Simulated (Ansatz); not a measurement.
Species: sum formula SiN3H5Cl (charge -1, singlet). It need not be the lowest isomer of its formula. Whether it binds its extra electron was not tested at this geometry. 
Structure (B3LYP-D3(BJ)/def2-TZVP (Ansatz, a first-principles code) minimum search):
SMILES: [NH-][Si](N)(N)Cl
```xyz
10

N      0.5333     1.5320    -1.1805
Si     0.0994     0.1307    -0.4765
N      1.4540    -0.9916    -0.5420
N     -1.3925    -0.6773    -0.9460
Cl    -0.3623     0.0812     1.7246
H     -0.2049     2.2112    -1.3246
H      1.5685    -1.5518     0.2923
H      2.3113    -0.4765    -0.7029
H     -1.6976    -1.4206    -0.3314
H     -1.3731    -1.0155    -1.9000
```
Charge -1, spin multiplicity 1.

Total electronic energies in hartree. Valence correlation only, unless marked. No spin-orbit coupling. No relativistic terms. CBS(X,Y): correlation extrapolated as X^-3; Hartree-Fock from the larger set.

```json
[
 {"level": "HF/6-31G", "program": "Ansatz", "energy (Eh)": "-914.61993"},
 {"level": "RI-HF/aug-cc-pV(Q+d)Z", "program": "Ansatz", "energy (Eh)": "-914.96029"},
 {"level": "BLYP-D3(BJ)/def2-TZVPD", "program": "Ansatz + dftd3", "energy (Eh)": "-917.18623"},
 {"level": "r2SCAN/def2-TZVPD", "program": "Ansatz", "energy (Eh)": "-917.08135"},
 {"level": "r2SCANh/def2-TZVPD", "program": "Ansatz", "energy (Eh)": "-917.06808"},
 {"level": "LC-wPBE/def2-TZVPD", "program": "Ansatz", "energy (Eh)": "-916.90837"},
 {"level": "RPA@PBE/cc-pV(Q+d)Z", "program": "Ansatz", "energy (Eh)": "-916.58201"},
 {"level": "CCSD/CBS(aug-cc-pV(T+d)Z,aug-cc-pV(Q+d)Z)", "program": "Ansatz", "energy (Eh)": "-916.0803"},
 {"level": "CCSD(T)/CBS(aug-cc-pV(T+d)Z,aug-cc-pV(Q+d)Z)", "program": "Ansatz", "energy (Eh)": "-916.1337"}
]
```

Totals of different functionals don't rank their quality; only differences between species are comparable.
